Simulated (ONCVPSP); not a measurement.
Configuration tests for As (ONCV)

As, optimised norm-conserving Vanderbilt (ONCV), made with ONCVPSP 4.0.1 (PBE, fully relativistic). Core [Ar] 3d10, reference 4s2 4p2 (charge +1). Waves: 4s: rc 1.75 bohr, ncon 3, nbas 6, qcut 4.7 1/bohr, 2 projectors, debl 3.4 Ha; 4p: rc 1.75 bohr, ncon 4, nbas 8, qcut 4.1 1/bohr, local. Local part: the p channel. Core correction: polynomial model core, fcfact 0.2.

Open shells are filled in proportion to 2j + 1.

Energies are relative to the spin-unpolarised reference configuration 4s2 4p2; without spin polarisation the order of configurations can differ from experiment. The p channel is local and has no spin–orbit splitting in the pseudo-atom.

Problem. Give the all-electron excitation energy and the error of the potential for: 4s2 4p3; 4s2 4p1; 4s2 4p0; 4s1 4p3.

Solution.

| valence configuration | charge | ΔE all-electron (eV) | error AE − PS (meV) |
| --- | --- | --- | --- |
| 4s2 4p3 | 0 | -9.152 | -3.7 |
| 4s2 4p1 | +2 | 17.922 | -5.9 |
| 4s2 4p0 | +3 | 45.631 | -54 |
| 4s1 4p3 | +1 | 10.102 | -10 |

Levels in the configuration 4s1 4p3:

```tsv
level	all-electron (eV)	pseudo (eV)
4s j=1/2	-24.256	-24.280
4p j=3/2	-13.948	-14.071
4p j=1/2	-14.297	-14.071
```
